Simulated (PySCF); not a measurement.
sulfur tetrafluoride (F4S), SMILES FS(F)(F)F.

Coordinates come from a PBE0-D3(BJ)/def2-SVP optimisation.

Level of theory: r2SCAN/def2-TZVP (PySCF).

Gas-phase values at a fixed geometry.

Computed frontier levels, gap, dipole moment and polarisability:
| Property | Value |
|---|---|
| highest occupied level | -8.67 eV |
| lowest empty level | -3.12 eV |
| orbital gap | 5.56 eV |
| dipole moment | 0.69 D |
| quadrupole, principal values (traceless, Buckingham form, about the centre of nuclear charge) | -5.71, 2.56, 3.15 D·Å |
| mean static polarisability | 24.9 bohr³ (3.69 Å³) |
| polarisability, principal values | 19.9, 24.0, 30.7 bohr³ |
